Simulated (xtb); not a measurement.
Harmonic IR lines of one isomer of CHNOSi, unscaled. Computed with GFN2-xTB (xtb).

wavenumber (cm⁻¹): 149 (w), 325 (m), 433 (vs), 627 (m), 732 (vs), 909 (s), 2119 (m), 3533 (w)

**Question.** Name which structure gives these lines.
A) `N#C[Si]O` (excited triplet)
B) `N#C[Si]O` (lower singlet)
C) `[C-]#[N+][Si]O` (lower singlet)
D) `[C-]#[N+][Si]O` (excited triplet)

**Answer.** C, `[C-]#[N+][Si]O` (lower singlet)
